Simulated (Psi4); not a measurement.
C₂H₅O, charge -1, singlet, at a GFN2-xTB geometry (a gas-phase anion, which may not be bound at this level); B3LYP5/def2-SVP (Psi4).

Psi4 was given this input:
```
memory 2 GB

molecule {
-1 1
  C     1.11701280   -0.45538201    0.16584940
  C     0.08054857    0.68537464    0.06351505
  O    -1.26679294    0.00053142   -0.21741353
  H    -1.54067912   -0.29799928    0.65522787
  H     0.27418481    1.16455386   -0.94448532
  H     2.12245125   -0.01877928    0.23543440
  H     0.95379974   -1.03911597    1.08571755
  H     1.13921864   -1.19286638   -0.66877288
}

set basis def2-svp
set scf_type pk
set puream true
set d_convergence 1e-8
set dft_radial_points 99
set dft_spherical_points 590

energy('b3lyp5')
print_variables()
```

What the program printed (banner, timings and long lists left out):

```
   => Loading Basis Set <=

    Name: DEF2-SVP
    Role: ORBITAL
    Keyword: BASIS

         ---------------------------------------------------------
                                   SCF
               by Justin Turney, Rob Parrish, Andy Simmonett
                          and Daniel G. A. Smith
                              RKS Reference
         ---------------------------------------------------------

  ==> Geometry <==

    Molecular point group: c1
    Full point group: C1

    Geometry (in Angstrom), charge = -1, multiplicity = 1:

       Center              X                  Y                   Z               Mass
    ------------   -----------------  -----------------  -----------------  -----------------
         C            1.181840591228    -0.485878342762     0.173825020061    12.000000000000
         C            0.145376361228     0.654878307238     0.071490670061    12.000000000000
         O           -1.201965148772    -0.029964912762    -0.209437909939    15.994914619570
         H           -1.475851328772    -0.328495612762     0.663203490061     1.007825032230
         H            0.339012601228     1.134057527238    -0.936509699939     1.007825032230
         H            2.187279041228    -0.049275612762     0.243410020061     1.007825032230
         H            1.018627531228    -1.069612302762     1.093693170061     1.007825032230
         H            1.204046431228    -1.223362712762    -0.660797259939     1.007825032230

  Running in c1 symmetry.

  Rotational constants: A =      1.19548  B =      0.30611  C =      0.26846 [cm^-1]
  Rotational constants: A =  35839.50757  B =   9176.99059  C =   8048.23532 [MHz]
  Nuclear repulsion =   72.147249856464796

  Charge       = -1
  Multiplicity = 1
  Electrons    = 26
  Nalpha       = 13
  Nbeta        = 13

  ==> Algorithm <==

  SCF Algorithm Type is PK.
  DIIS enabled.
  MOM disabled.
  Fractional occupation disabled.
  Guess Type is SAD.
  Energy threshold   = 1.00e-06
  Density threshold  = 1.00e-08
  Integral threshold = 1.00e-12

  ==> Primary Basis <==

  Basis Set: DEF2-SVP
    Blend: DEF2-SVP
    Number of shells: 33
    Number of basis functions: 67
    Number of Cartesian functions: 70
    Spherical Harmonics?: true
    Max angular momentum: 2

  ==> DFT Potential <==

   => LibXC <=

    Version 7.1.2
    S. Lehtola, C. Steigemann, M. J. T. Oliveira, and M. A. L. Marques,  SoftwareX 7, 1–5 (2018) (10.1016/j.softx.2017.11.002)

   => Composite Functional: B3LYP5 <=

    B3LYP5 Hyb-GGA Exchange-Correlation Functional

    P. J. Stephens, F. J. Devlin, C. F. Chabalowski, and M. J. Frisch,  J. Phys. Chem. 98, 11623 (1994) (10.1021/j100096a001)

    Deriv               =              1
    GGA                 =           TRUE
    Meta                =          FALSE

    Exchange Hybrid     =           TRUE
    MP2 Hybrid          =          FALSE

   => Exchange Functionals <=

    0.0800   Slater exchange
    0.7200         Becke 88

   => Exact (HF) Exchange <=

    0.2000               HF

   => Correlation Functionals <=

    0.1900   Vosko, Wilk & Nusair (VWN5)
    0.8100   Lee, Yang & Parr

   => LibXC Density Thresholds  <==

    XC_HYB_GGA_XC_B3LYP5:  1.00E-15

   => Molecular Quadrature <=

    Radial Scheme          =       TREUTLER
    Pruning Scheme         =           NONE
    Nuclear Scheme         =       TREUTLER

    Blocking Scheme        =         OCTREE
    BS radius alpha        =              1
    Pruning alpha          =              1
    Radial Points          =             99
    Spherical Points       =            590
    Total Points           =         443835
    Total Blocks           =           3140
    Max Points             =            256
    Max Functions          =             67
    Weights Tolerance      =       1.00E-15

  ==> Integral Setup <==

  Using in-core PK algorithm.
   Calculation information:
      Number of atoms:                   8
      Number of AO shells:              33
      Number of primitives:             61
      Number of atomic orbitals:        70
      Number of basis functions:        67

      Integral cutoff                 1.00e-12
      Number of threads:                 1

  Performing in-core PK
  Using 5191562 doubles for integral storage.
  We computed 156127 shell quartets total.
  Whereas there are 157641 unique shell quartets.

  ==> DiskJK: Disk-Based J/K Matrices <==

    J tasked:                  Yes
    K tasked:                  Yes
    wK tasked:                  No
    Schwarz Cutoff:          1E-12

  Minimum eigenvalue in the overlap matrix is 4.1314072560E-03.
  Reciprocal condition number of the overlap matrix is 7.6345407911E-04.
    Using symmetric orthogonalization.

  ==> Pre-Iterations <==

  SCF Guess: Superposition of Atomic Densities via on-the-fly atomic UHF (no occupation information).

   -------------------------
    Irrep   Nso     Nmo
   -------------------------
     A         67      67
   -------------------------
    Total      67      67
   -------------------------

  ==> Iterations <==

                        Total Energy        Delta E     RMS |[F,P]|

   @RKS iter SAD:  -153.44904443082649   -1.53449e+02   0.00000e+00
   @RKS iter   1:  -153.69550436134219   -2.46460e-01   1.32738e-02 DIIS/ADIIS
   @RKS iter   2:  -152.78692472741218    9.08580e-01   2.14442e-02 DIIS/ADIIS
   @RKS iter   3:  -154.09969537987109   -1.31277e+00   3.31555e-03 DIIS/ADIIS
   @RKS iter   4:  -154.12343633060317   -2.37410e-02   1.43071e-03 DIIS/ADIIS
   @RKS iter   5:  -154.12832515051218   -4.88882e-03   1.75112e-04 DIIS/ADIIS
   @RKS iter   6:  -154.12838727698494   -6.21265e-05   7.55834e-05 DIIS
   @RKS iter   7:  -154.12839585677708   -8.57979e-06   3.24820e-05 DIIS
   @RKS iter   8:  -154.12839834090317   -2.48413e-06   1.89707e-06 DIIS
   @RKS iter   9:  -154.12839837937778   -3.84746e-08   4.10713e-07 DIIS
   @RKS iter  10:  -154.12839838117443   -1.79665e-09   1.71107e-07 DIIS
   @RKS iter  11:  -154.12839838130941   -1.34975e-10   3.23975e-08 DIIS
   @RKS iter  12:  -154.12839838131268   -3.26850e-12   4.77439e-09 DIIS
  Energy and wave function converged.

  ==> Post-Iterations <==

   Electrons on quadrature grid:
      Ntotal   =   25.9999999864 ; deviation = -1.361e-08

    Orbital Energies [Eh]
    ---------------------

    Doubly Occupied:

       1A    -18.862274     2A     -9.953141     3A     -9.909779
       4A     -0.709937     5A     -0.478074     6A     -0.324531
       7A     -0.195609     8A     -0.191614     9A     -0.163838
      10A     -0.102377    11A     -0.099793    12A     -0.023133
      13A      0.109598

    Virtual:

      14A      0.255653    15A      0.287863    16A      0.317081
      17A      0.326667    18A      0.349377    19A      0.434356
      20A      0.475345    21A      0.674118    22A      0.688537
      23A      0.709587    24A      0.748793    25A      0.789787
      26A      0.841754    27A      0.846479    28A      0.868357
      29A      0.875772    30A      0.895208    31A      0.927916
      32A      0.962866    33A      1.076873    34A      1.241171
      35A      1.258134    36A      1.311035    37A      1.440683
      38A      1.516387    39A      1.553275    40A      1.675831
      41A      1.712753    42A      1.752830    43A      1.828523
      44A      1.894989    45A      1.931753    46A      1.979223
      47A      2.012022    48A      2.047705    49A      2.089685
      50A      2.162089    51A      2.291719    52A      2.332604
      53A      2.425074    54A      2.447487    55A      2.483375
      56A      2.639277    57A      2.685074    58A      2.765791
      59A      2.908447    60A      3.040802    61A      3.101623
      62A      3.182779    63A      3.223231    64A      3.248826
      65A      3.327576    66A      3.478973    67A      4.007097

    Final Occupation by Irrep:
              A
    DOCC [    13 ]
    NA   [    13 ]
    NB   [    13 ]

  @RKS Final Energy:  -154.12839838131268

   => Energetics <=

    Nuclear Repulsion Energy =             72.1472498564647964
    One-Electron Energy =                -358.3414347660950625
    Two-Electron Energy =                 149.3544715024582388
    DFT Exchange-Correlation Energy =     -17.2886849741406472
    Empirical Dispersion Energy =           0.0000000000000000
    VV10 Nonlocal Energy =                  0.0000000000000000
    Total Energy =                       -154.1283983813126781

Computation Completed

Properties will be evaluated at   0.000000,   0.000000,   0.000000 [a0]

Properties computed using the SCF density matrix

 Multipole Moments:

 ------------------------------------------------------------------------------------
     Multipole            Electronic (a.u.)      Nuclear  (a.u.)        Total (a.u.)
 ------------------------------------------------------------------------------------

 L = 1.  Multiply by 2.5417464519 to convert [e a0] to [Debye]
 Dipole X            :         -3.1955252            3.0626693           -0.1328559
 Dipole Y            :          0.5866321           -1.4407427           -0.8541107
 Dipole Z            :         -0.2359791            0.3767936            0.1408145
 Magnitude           :                                                    0.8757765

 ------------------------------------------------------------------------------------

  Variable Map:
  ----------------------------------------------------------------------------
  "CURRENT ENERGY"              =>    -154.128398381313
  "CURRENT REFERENCE ENERGY"    =>    -154.128398381313
  "DD SOLVATION ENERGY"         =>       0.000000000000
  "DFT FUNCTIONAL TOTAL ENERGY" =>    -154.128398381313
  "DFT TOTAL ENERGY"            =>    -154.128398381313
  "DFT VV10 ENERGY"             =>       0.000000000000
  "DFT XC ENERGY"               =>     -17.288684974141
  "GRID ELECTRONS ALPHA"        =>      12.999999993196
  "GRID ELECTRONS BETA"         =>      12.999999993196
  "GRID ELECTRONS TOTAL"        =>      25.999999986391
  "NUCLEAR REPULSION ENERGY"    =>      72.147249856465
  "ONE-ELECTRON ENERGY"         =>    -358.341434766095
  "PCM POLARIZATION ENERGY"     =>       0.000000000000
  "PE ENERGY"                   =>       0.000000000000
  "SCF ITERATION ENERGY"        =>    -154.128398381313
  "SCF ITERATIONS"              =>      12.000000000000
  "SCF TOTAL ENERGY"            =>    -154.128398381313
  "TWO-ELECTRON ENERGY"         =>     149.354471502458
  "XC GRID RADIAL POINTS"       =>      99.000000000000
  "XC GRID SPHERICAL POINTS"    =>     590.000000000000
  "XC GRID TOTAL POINTS"        =>  443835.000000000000

  Array Variable Map:
  ----------------------------------------------------------------------------
  "CURRENT DIPOLE"              =>      -0.132855862492 ... 0.140814537108 1 by 3
  "SCF DIPOLE"                  =>      -0.132855862492 ... 0.140814537108 1 by 3
  "SCF TOTAL ENERGIES"          =>    -153.449044430826 ... -154.128398381313 1 by 13
```
